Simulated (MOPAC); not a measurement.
A run for MOPAC: AM1 on NaB, 2S+1 = 3, a spin state set in the input, which need not be the lowest, a point of a bond scan (R = 2.636 Å).

```
AM1 1SCF PRECISE CHARGE=0 UHF MS=1 THREADS=1
BNa

B      0.00000000 1     0.00000000 1     0.00000000 1
Na     0.00000000 1     0.00000000 1     2.63590800 1
```

Output:

```
*******************************************************************************
 **                                                                           **
 **                              MOPAC v23.2.5                                **
 **                                                                           **
 *******************************************************************************
 ** MOPAC's Digital Object Identifier: https://doi.org/10.5281/zenodo.6511958 **
 **                                                                           **
 ** Please cite the open-source release paper for use of this MOPAC version:  **
 ** J. E. Moussa and J. J. P. Stewart (2026)                                  **
 ** MOPAC: An open-source semiempirical molecular orbital program             **
 ** J. Open Source Softw., 11(119), 8025, https://doi.org/10.21105/joss.08025 **
 *******************************************************************************

                              AM1 CALCULATION RESULTS

 *******************************************************************************
 *  AM1        - The AM1 Hamiltonian to be used
 *  UHF        - UNRESTRICTED HARTREE-FOCK CALCULATION
 *
 *
 *
 *                 CHARGE ON SYSTEM = 0
 *
 *
 *
 *  MS=        - IN MECI, MAGNETIC COMPONENT OF SPIN =  1.0
 *  PRECISE    - TIGHTER CRITERIA TO BE USED
 *  1SCF       - DO 1 SCF AND THEN STOP
 *  THREADS=1  - MULTI-THREADING NOT USED
 *  T=         - A TIME OF 172800.0 SECONDS REQUESTED
 *  DUMP=N     - RESTART FILE WRITTEN EVERY 7200.0 SECONDS REQUESTED
 *******************************************************************************
AM1 1SCF PRECISE CHARGE=0 UHF MS=1 THREADS=1
 BNa

   ATOM   CHEMICAL          X               Y               Z
  NUMBER   SYMBOL      (ANGSTROMS)     (ANGSTROMS)     (ANGSTROMS)

     1       B          0.00000000  *   0.00000000  *   0.00000000  *
     2      Na          0.00000000  *   0.00000000  *   2.63590800  *



          CARTESIAN COORDINATES

    NO.       ATOM           X           Y           Z

     1         B          0.0000      0.0000      0.0000
     2        Na          0.0000      0.0000      2.6359

  B: (AM1): M.J.S. DEWAR ET AL, ORGANOMETALLICS, 7, 513-521 (1988)
 Na: (AM1): J. J. P. STEWART, J. MOL. MOD., 10, 155-164 (2004)

           Empirical Formula: B Na  =     2 atoms



      MOLECULAR POINT GROUP   :   C*v


          UHF CALCULATION, NO. OF ALPHA ELECTRONS =    3
                           NO. OF BETA  ELECTRONS =    1

 -------------------------------------------------------------------------------
 AM1 1SCF PRECISE CHARGE=0 UHF MS=1 THREADS=1
 BNa



     1SCF WAS SPECIFIED, SO BFGS WAS NOT USED
     SCF FIELD WAS ACHIEVED


                              AM1 CALCULATION
                                                       MOPAC v23.2.5 Linux




          FINAL HEAT OF FORMATION =        143.42164 KCAL/MOL =     600.07613 KJ/MOL


          COSMO AREA              =        110.67 SQUARE ANGSTROMS
          COSMO VOLUME            =        102.75 CUBIC ANGSTROMS

          IONIZATION POTENTIAL    =          4.514206 EV
          ALPHA SOMO LUMO (EV)    =         -4.514 -1.649
          BETA  SOMO LUMO (EV)    =        -16.406  0.891
          NO. OF ALPHA ELECTRONS  =          3
          NO. OF BETA  ELECTRONS  =          1
          MOLECULAR WEIGHT        =         33.7998         POINT GROUP:  C*v

          MOLECULAR DIMENSIONS (Angstroms)

            Atom       Atom       Distance
           Na     2    B     1     2.63591
           Na     2    B     1     0.00000
            B     1   Na     2     0.00000


          SCF CALCULATIONS        =          1





   ATOM   CHEMICAL          X               Y               Z
  NUMBER   SYMBOL      (ANGSTROMS)     (ANGSTROMS)     (ANGSTROMS)

     1       B          0.00000000  *   0.00000000  *   0.00000000  *
     2      Na          0.00000000  *   0.00000000  *   2.63590800  *

                             CARTESIAN COORDINATES

   1    B        0.000000000     0.000000000     0.000000000
   2   Na        0.000000000     0.000000000     2.635908000


           Empirical Formula: B Na  =     2 atoms



      MOLECULAR POINT GROUP   :   C*v


          ALPHA EIGENVALUES
 -17.72914  -7.13247  -4.51421  -1.64898  -0.74992   0.67619   1.38913   2.53651


           BETA EIGENVALUES
 -16.40618   0.89130   1.33433   1.40840   1.79552   3.04950   4.56588   5.92330


              NET ATOMIC CHARGES AND DIPOLE CONTRIBUTIONS

  ATOM NO.   TYPE          CHARGE      No. of ELECS.   s-Pop       p-Pop
    1          B           0.545712        2.4543     1.94462     0.50967
    2         Na          -0.545712        1.5457     0.62788     0.91784
 DIPOLE           X         Y         Z       TOTAL
 POINT-CHG.     0.000     0.000    -6.909     6.909
 HYBRID         0.000    -0.000     3.884     3.884
 SUM            0.000    -0.000    -3.026     3.026


          ATOMIC ORBITAL ELECTRON POPULATIONS

     Atom    s        px        py        pz
    1  B   1.94462   0.28714   0.00000   0.22253
    2 Na   0.62788   0.71286   0.00000   0.20498


                    (SZ)    =    1.000000
                    (S**2)  =    2.006248


          ATOMIC ORBITAL SPIN POPULATIONS

    Atom   Total    s     px     py     pz
         Atomic
    1  B  0.5113  0.002  0.287  0.000  0.222
    2 Na  1.4887  0.602  0.713  0.000  0.173

 **********************
 *                    *
 * JOB ENDED NORMALLY *
 *                    *
 **********************




 == MOPAC DONE ==
```

The run finished.

Cost: around 0.020 core-seconds (rough).
